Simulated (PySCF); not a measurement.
The multiplicity is imposed and other spin states were not computed.

```xyz
5

Cu    -0.0446    -0.0857     0.0189
O     -1.8033    -2.3064     0.7369
C     -1.0864    -1.4533     0.4507
O      1.0025     1.2655    -0.4154
H      0.5807     2.1418    -0.3860
```

Charge 0, multiplicity 1.

Problem. Give the Mulliken and meta-Löwdin atomic charges from TPSSh-D3(BJ)/def2-TZVP // TPSS-D3(BJ)/def2-SVP in PySCF.

Solution. 
```
atom  Mulliken (e)  meta-Löwdin (e)
----  ------------  ---------------
Cu1           0.31             0.70
O2           -0.01            -0.15
C3            0.00             0.09
O4           -0.62            -0.96
H5            0.32             0.32
```
